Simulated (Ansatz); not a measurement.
`C[O][AlH][F]` + `CN[SiH3]` → `C[N]([SiH3])[AlH][F]` + CH₃OH  (ligand exchange at the Al–O bond)

Calculated with Ansatz (gas phase, PBE0-D4/def2-TZVP geometries, no zero-point term in ΔE). CCSD(T)/CBS is the MP2 limit (def2-TZVPP, def2-QZVPP) plus CCSD(T) − MP2 in def2-TZVPP, frozen cores. This one scheme is used for every species. Functionals use def2-TZVPP. B3LYP here is the variant with VWN-RPA as its local correlation; programs differ in this. One conformer a species, not always the lowest.

```tsv
level	ΔE (kJ/mol)	difference from CCSD(T)/CBS
PBE-D4	36.9	-0.8
PBE0-D4	37.7	0.0
B2PLYP	45.7	8.0
PBE	40.7	3.0
PBE0	41.1	3.4
B3LYP	49.7	12.0
HF/def2-TZVPP	53.8	16.1
CCSD/def2-TZVPP	40.3	2.6
CCSD(T)/def2-TZVPP	37.5	-0.2
SCS-MP2/def2-QZVPP	41.0	3.3
CCSD(T)/CBS	37.7	0
```

Largest T1 diagnostic among the species: 0.013.

The D4 term adds −6.2 kJ/mol with B3LYP and −3.4 kJ/mol with PBE0; it sums over pairs of atoms, weighted by their polarisabilities, and B3LYP, whose exchange is more repulsive, gets the larger term. In def2-TZVPP, CCSD(T) changes the Hartree–Fock value by −16.4 kJ/mol (the triples alone add −2.9 kJ/mol) and MP2 by −15.8 kJ/mol.
